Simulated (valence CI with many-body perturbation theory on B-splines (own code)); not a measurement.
# Mo11+: fill in the table

Method: relativistic CI+MBPT: three valence electrons over a frozen Dirac-Fock core [Ar] 3d10, radial functions for each j: 11 s, 11 p, 9 d, 7 f, 5 g, 2 h, 1 i, with the one-electron correlation potential Σ1, the two-electron term Σ2, the three-electron term Σ3, Breit, model QED; selected CI, second order for the rest, scaled by the run's own slope (own B-spline code, finite nucleus).

No measured levels were compared; by estimate levels hold to about 250 cm⁻¹ or 0.2 % of their energy and the worst to 1 %, as in measured heavy ions of charge 2 to 7; those with d or f electrons hold less well.

| Level | E (cm⁻¹) |
| --- | --- |
| 4s²4p ²P°_1/2 | 0 |
| 4s²4p ²P°_3/2 | 28468 |
| 4s4p² ⁴P_1/2 | 197630 |
| 4s4p² ⁴P_3/2 | 211420 |
| 4s4p² ⁴P_5/2 | 224080 |
| 4s4p² ²D_3/2 | ? |
| 4s4p² ²D_5/2 | ? |
| 4s4p² ²P_1/2 | 297200 |
| 4s4p² ²S_1/2 | 325670 |
| 4s4p² ²P_3/2 | ? |
| 4s²4d ²D_3/2 | 424130 |
| 4s²4d ²D_5/2 | 428430 |
| 4p³ ⁴S°_3/2 [a] | 493580 |
| 4p³ ⁴S°_3/2 [b] | 507690 |
| 4p³ ²D°_5/2 | 510170 |
| 4p³ ²P°_1/2 | ? |
| 4p³ ²P°_3/2 | 559790 |
| 4s4p4d ⁴F°_3/2 | ? |
| 4s4p4d ⁴F°_5/2 | ? |
| 4s4p4d ⁴F°_7/2 | 597820 |

Names give the largest LS component (configuration and term), which can be under half, so a name can repeat, a term be missing and a line seem to break the LS rules; names also repeat where a configuration has a term twice. Letters in brackets count levels of one name in rising energy.

Q: The levels stand in rising order. What does the calculation give for the missing energies?

A: 4s4p² ²D_3/2 262350; 4s4p² ²D_5/2 269110; 4s4p² ²P_3/2 332250; 4p³ ²P°_1/2 546490; 4s4p4d ⁴F°_3/2 582650; 4s4p4d ⁴F°_5/2 588560.
